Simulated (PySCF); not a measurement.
PySCF input for TiCl3, SMILES [Cl][Ti+]([Cl])[Cl], charge +1, multiplicity 1, IEF-PCM-PBE0/def2-SVP. Coordinates come from a PBE0-D3(BJ)/def2-SVP optimisation. The spin state was assumed, not searched. The isomer is the one that the SMILES or the coordinates give; other isomers of the formula were not compared.

```python
import numpy as np
from pyscf import gto, scf, dft
from pyscf.solvent import pcm

mol = gto.M(
    atom='''
    Ti    0.00000000   -0.00000000    0.48180857
    Cl    1.71342110    0.98924413   -0.20783899
    Cl    0.00000001   -1.97848827   -0.20783899
    Cl   -1.71342111    0.98924413   -0.20783899
    ''',
    basis='def2-SVP',
    charge=1,
    spin=0,
    max_memory=1600,
    verbose=3,
)
mf = dft.RKS(mol, xc='pbe0').density_fit(auxbasis='def2-universal-jkfit')
mf.grids.level = 3
mf.conv_tol = 1e-9
mf.max_cycle = 100
mf.kernel()
res = {}
for name, eps in {'water': 78.355, 'dichloromethane': 8.93, 'acetonitrile': 35.688}.items():
    s = mf.PCM()
    s.with_solvent.method, s.with_solvent.eps, s.with_solvent.lebedev_order = 'IEF-PCM', eps, 29
    s.kernel(mf.make_rdm1())
    res[name] = (s.e_tot, eps, s.dip_moment(), s.mo_energy, s.converged)
    print(f'{name}: electrostatic solvation free energy {(s.e_tot - mf.e_tot) * 627.509474:.3f} kcal/mol')
```

Program output:

```
converged SCF energy = -2228.73334202131

WARN: PCM is an experimental feature. It is still in testing.
Features and APIs may be changed in the future.

converged SCF energy = -2228.8338829592

WARN: System has nonzero charge 1; the dipole moment is origin-dependent.
Location of origin: [0. 0. 0.]

Dipole moment(X, Y, Z, Debye):  0.00000,  0.00128,  4.21813
water: electrostatic solvation free energy -63.090 kcal/mol

WARN: PCM is an experimental feature. It is still in testing.
Features and APIs may be changed in the future.

converged SCF energy = -2228.82286845243

WARN: System has nonzero charge 1; the dipole moment is origin-dependent.
Location of origin: [0. 0. 0.]

Dipole moment(X, Y, Z, Debye):  0.00000,  0.00128,  4.08968
dichloromethane: electrostatic solvation free energy -56.179 kcal/mol

WARN: PCM is an experimental feature. It is still in testing.
Features and APIs may be changed in the future.

converged SCF energy = -2228.83216796722

WARN: System has nonzero charge 1; the dipole moment is origin-dependent.
Location of origin: [0. 0. 0.]

Dipole moment(X, Y, Z, Debye):  0.00000,  0.00107,  4.19692
acetonitrile: electrostatic solvation free energy -62.014 kcal/mol
```

Self-consistency was reached.

Cost: around 40 core-seconds (rough).
